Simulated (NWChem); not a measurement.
System: CH₅FSi; SMILES C(F)[SiH3]

```xyz
8

F     -0.3848     1.6099     0.0000
C      0.6318     0.6556     0.0000
Si    -0.1345    -1.0973     0.0000
H      1.2779     0.8043    -0.8960
H      1.2779     0.8043     0.8960
H     -0.9851    -1.2753     1.2247
H     -0.9851    -1.2753    -1.2247
H      0.9712    -2.1192     0.0000
```
Atoms are numbered in this order, from 1.

Results from NWChem. Structure relaxed at the PBE-D3(BJ)/def2-SVP level. B3LYP is NWChem's, with the RPA form of VWN correlation.

### Question
Estimate the computed values for B3LYP/def2-SVP. Quantities: highest occupied level (eV); orbital gap (eV); dipole (D).

### Answer
```yaml
highest occupied level (eV): -8.32
orbital gap (eV): 9.08
dipole (D): 1.57
```
